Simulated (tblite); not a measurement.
C6H16NPSi.
SMILES with atom numbers: `[H]/[P:5]=[C:4](\[N:2]([CH3:1])[CH3:3])[Si:6]([CH3:7])([CH3:8])[CH3:9]` (hydrogens: H10, H11, H12 on C1; H13, H14, H15 on C3; H16 on P5; H17, H18, H19 on C7; H20, H21, H22 on C8; H23, H24, H25 on C9)

All values are computed: GFN2-xTB (tblite) harmonic vibrations without scaling, gas phase. The method is semi-empirical: single wavenumbers can be off by several per cent or more. Modes of hydrogen on phosphorus can be 10 to 20 % off.

Harmonic wavenumbers (cm⁻¹): 25.9, 49.4, 60.0, 87.5, 90.9, 119.4, 140.6, 162.1, 173.6, 178.9, 193.0, 199.5, 232.1, 232.7, 274.0, 362.0, 383.9, 429.8, 491.3, 544.9, 659.8, 729.8, 741.6, 783.2, 791.7, 796.8, 829.0, 851.3, 855.4, 865.0, 970.6, 1033.9, 1058.8, 1083.3, 1106.3, 1149.5, 1247.8, 1368.4, 1372.8, 1379.4, 1387.2, 1407.0, 1436.7, 1465.8, 1472.5, 1476.1, 1479.0, 1488.2, 1488.6, 1489.6, 1493.4, 1496.2, 1501.4, 2228.7, 2904.8, 2916.3, 2949.8, 2986.5, 3005.2, 3033.5, 3035.5, 3041.9, 3044.1, 3045.0, 3045.5, 3048.9, 3052.5, 3055.3, 3098.8.

A = 1352, B = 934.4, C = 686.5 MHz; mass 161.079 u (most abundant isotopes); point group C1, symmetry number 1.

Problem. Zero-point energy?

Solution. ½Σν̃ = 45340 cm⁻¹ = 129.63 kcal/mol.

Problem. Entropy at 298.15 K, 1 bar (ideal gas, RRHO, classical rotation)?

Solution. Translation 41.17, rotation 30.29, vibration 52.73: S = 124.2 cal/(mol K).

Problem. And Cp and H(298.15 K) − H(0)?

Solution. Cp = 53.38 cal/(mol K), of which vibrations give 45.43 (their classical limit is 69 R = 137.1); H(298.15 K) − H(0) = 10.11 kcal/mol without the zero-point energy, 7.74 from vibrations.

Problem. How do the functions run with temperature in this model?

Solution. 
```tsv
T (K)	S (cal/(mol K))	Cp (cal/(mol K))	H − H(0) (kcal/mol)	G − H(0) (kcal/mol)	ln q(vib)
150	94.1	36.1	3.48	-10.64	6.48
250	115.3	47.8	7.67	-21.15	11.32
400	141.5	64.8	16.14	-40.46	17.77
600	171.5	83.4	31.06	-71.84	25.49
900	209.2	102.5	59.16	-129.13	35.82
```

q(vib) and H(0) count from the zero-point level.

Problem. Which modes carry the vibrational entropy at 298.15 K?

Solution. 25.9 cm⁻¹: 6.12; 49.4 cm⁻¹: 4.84; 60.0 cm⁻¹: 4.46; 87.5 cm⁻¹: 3.72; 90.9 cm⁻¹: 3.64; 119.4 cm⁻¹: 3.11 cal/(mol K); the other 63 give 26.85 together.

Problem. Blend soft modes into free rotors: weight 1/[1 + (100 cm⁻¹/ν̃)⁴] for the oscillator and the rest for a rotor with moment μB/(μ + B), μ = h/(8π²ν), B = 10⁻⁴⁴ kg m². What vibrational entropy results?

Solution. 47.56 cal/(mol K) in place of 52.73, which changes −T·S at 298.15 K by +1.54 kcal/mol.

Hindered rotation and anharmonicity are outside this model. The structure is chiral; the term R ln 2 for an equal mix with its mirror image is left out.

The values belong to the conformer `[H]/[P:5]=[C:4](\[N:2]([CH3:1])[CH3:3])[Si:6]([CH3:7])([CH3:8])[CH3:9]`: C1–N2–C4–P5 5°, N2–C4–Si6–C7 39°.
